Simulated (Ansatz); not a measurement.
Process, species as SMILES: CCC(O)CC -> CC[C](O)CC + H atom (the C-H bond at the site shown breaks; other sites are not compared here)
Structures are relaxed separately at B3LYP-D3(BJ)/def2-TZVP in Ansatz (an electronic-structure program), one conformer each, not searched for the lowest.
Geometry of the first species:
SMILES: CCC(O)CC
```xyz
18

C      2.5438    -0.0219    -0.3328
C      1.2136     0.7222    -0.3823
C      0.0052    -0.1732    -0.1172
C     -1.3175     0.5739    -0.2744
C     -2.5429    -0.3200    -0.1161
O      0.0968    -0.8038     1.1652
H      2.5860    -0.7948    -1.1039
H      2.6805    -0.5108     0.6318
H      3.3824     0.6574    -0.4950
H      1.0867     1.1967    -1.3600
H      1.2105     1.5358     0.3538
H      0.0242    -1.0106    -0.8224
H     -1.3469     1.3859     0.4628
H     -1.3302     1.0550    -1.2570
H     -2.5393    -0.8167     0.8542
H     -3.4657     0.2560    -0.2032
H     -2.5598    -1.0964    -0.8846
H      0.0850    -0.1129     1.8386
```
Charge 0, spin multiplicity 1.

Quantity: bond dissociation energy (electronic energy difference), in kcal/mol. Valence correlation only, unless marked. Open shells are spin-unrestricted. No spin-orbit coupling. Non-relativistic. CBS marks a two-point X^-3 extrapolation of the correlation energy; Hartree-Fock from the larger set. The bracket is a focal-point correction in the basis named.

| level | program | bond dissociation energy (kcal/mol) |
|---|---|---|
| HF/cc-pVDZ | Ansatz | 78.7 |
| HF/cc-pVTZ | Ansatz | 78.5 |
| HF/cc-pVQZ | Ansatz | 78.3 |
| revPBE-D3(BJ)/def2-TZVPD | Ansatz + dftd3 | 94.1 |

Question: Predict the RI-MP2/CBS(cc-pVTZ,cc-pVQZ)+[CCSD(T)-MP2]/cc-pVTZ result (Ansatz).

Answer: 103.1 kcal/mol, so revPBE-D3(BJ)/def2-TZVPD differs from it by -9.0 kcal/mol.
